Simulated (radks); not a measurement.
Results of a calculation; reference values are marked as such.
Question: These are the eigenvalues of the occupied orbitals of an atom or ion with whole-number occupations (eV). Code: a radial shooting solver on a logarithmic mesh with Libxc functionals. Model: non-relativistic Kohn-Sham, PBEsol, spin-polarised, spherical densities, point nucleus.

| orbital | eigenvalue |
|---|---|
| 1s up | -29182.75 |
| 1s down | -29182.66 |
| 2s up | -4360.836 |
| 2s down | -4360.142 |
| 2p up | -4088.106 |
| 2p down | -4087.546 |
| 3s up | -873.3711 |
| 3s down | -872.9511 |
| 3p up | -760.2133 |
| 3p down | -759.7458 |
| 3d up | -550.1806 |
| 3d down | -549.5385 |
| 4s up | -161.9672 |
| 4s down | -159.7798 |
| 4p up | -123.1684 |
| 4p down | -120.9904 |
| 4d up | -57.5602 |
| 4d down | -55.4198 |
| 5s up | -24.5070 |
| 5s down | -22.7240 |
| 5p up | -15.6303 |
| 5p down | -14.0044 |

Which element is it, and in what charge state? The configuration may be excited. Open shells, if any, are filled with parallel spins first.

Answer: Z = 51, antimony, charge +1: Sb+ in [Kr] 4d8 5s2 5p4. The list shows which subshells hold electrons but not how many an open one holds; the 1s level, -1072.4 hartree, gives Z - s = 46.3 by -(Z - s)^2/2, which with screening narrows Z to a few neighbours, and the depths of the outer levels then fix element, charge and occupations together.
